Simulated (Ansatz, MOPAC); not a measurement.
**A ladder of methods for CH6Ge (methyl germane)**

CH6Ge, singlet, SMILES `[CH3][GeH3]`. Each level relaxes the structure for itself.

Each level gives the zero-point energy at each level's own minimum (kJ/mol). The values are calculated.

```json
{"level": "MNDO", "kind": "semi-empirical", "program": "MOPAC", "value (kJ/mol)": "158.5"}
{"level": "PM3", "kind": "semi-empirical", "program": "MOPAC", "value (kJ/mol)": "149.6"}
{"level": "PM6-DH2", "kind": "semi-empirical", "program": "MOPAC", "value (kJ/mol)": "147.8"}
{"level": "PM7", "kind": "semi-empirical", "program": "MOPAC", "value (kJ/mol)": "142.1"}
{"level": "HF/STO-3G", "kind": "Hartree–Fock", "program": "Ansatz", "value (kJ/mol)": "188.2"}
{"level": "HF/3-21G", "kind": "Hartree–Fock", "program": "Ansatz", "value (kJ/mol)": "164.3"}
{"level": "HF/6-31G* (Cartesian functions)", "kind": "Hartree–Fock", "program": "Ansatz", "value (kJ/mol)": "165.5"}
{"level": "PBE/def2-SVP", "kind": "GGA", "program": "Ansatz", "value (kJ/mol)": "151.3"}
{"level": "r2SCAN/def2-TZVP", "kind": "meta-GGA", "program": "Ansatz", "value (kJ/mol)": "155.7"}
{"level": "PBE0-D4/def2-TZVP", "kind": "global hybrid", "program": "Ansatz", "value (kJ/mol)": "156.1"}
```

All-electron rows without a relativistic Hamiltonian named are non-relativistic. Harmonic and unscaled. The values span 142.1 to 188.2 kJ/mol. Without the sets that lack polarisation functions the rows with a basis span only 151.3 to 165.5 kJ/mol.
